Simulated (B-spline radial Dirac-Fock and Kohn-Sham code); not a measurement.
# Elastic and transport cross sections of tellurium for electrons

Model: relativistic (Dirac) partial waves in the static field of the Dirac-Fock atom with Furness-McCarthy exchange, without polarisation or absorption potentials. Program: a radial B-spline solver. Below a few hundred eV the neglected polarisation potential matters, most of all at small angles. σ_tr1 and σ_tr2 weight the cross section with 1 − P₁ and 1 − P₂ of cos θ; "backward" is the share scattered beyond 90°.

| energy (eV) | σ (a₀²) | σ_tr1 (a₀²) | σ_tr2 (a₀²) | σ/σ_tr1 | backward (%) |
| --- | --- | --- | --- | --- | --- |
| 50 | 28.2 | 26.7 | 19.7 | 1.06 | 54 |
| 63 | 18.8 | 18.7 | 13.3 | 1.01 | 57 |
| 67.9 | 17.3 | 16.4 | 11.9 | 1.05 | 54 |
| 72.8 | 16.4 | 14.7 | 10.9 | 1.12 | 49 |
| 84.1 | 15.6 | 11.8 | 9.87 | 1.32 | 37 |
| 100 | 15.9 | 9.68 | 9.62 | 1.65 | 25 |
| 103 | 16.1 | 9.42 | 9.64 | 1.70 | 24 |
| 127 | 17.1 | 8.14 | 9.81 | 2.10 | 16 |
| 148 | 17.7 | 7.61 | 9.75 | 2.33 | 14 |
| 150 | 17.8 | 7.57 | 9.73 | 2.35 | 14 |
| 200 | 18.2 | 6.89 | 8.75 | 2.64 | 13 |
| 238 | 17.8 | 6.47 | 7.75 | 2.76 | 14 |
| 244 | 17.8 | 6.40 | 7.60 | 2.77 | 14 |
| 285 | ? | ? | ? | ? | ? |
| 291 | 17.1 | 5.90 | 6.48 | 2.89 | 15 |
| 300 | 16.9 | 5.81 | 6.29 | 2.91 | 15 |
| 394 | 15.4 | 4.92 | 4.73 | 3.13 | 15 |
| 409 | 15.2 | 4.79 | 4.55 | 3.17 | 15 |
| 443 | 14.7 | 4.51 | 4.18 | 3.25 | 14 |
| 489 | 14.1 | 4.17 | 3.77 | 3.37 | 14 |
| 494 | 14.0 | 4.14 | 3.73 | 3.38 | 14 |
| 500 | 13.9 | 4.10 | 3.68 | 3.40 | 14 |

Q: Fill in the row for 285 eV.

A: σ = 17.2 a₀², σ_tr1 = 5.97 a₀², σ_tr2 = 6.61 a₀², σ/σ_tr1 = 2.88, backward 14 %. The ratio σ/σ_tr1 is roughly the number of elastic collisions that randomise the direction.

Values without a named source are computed, but for edge energies of neutral atoms, which are taken from tables.
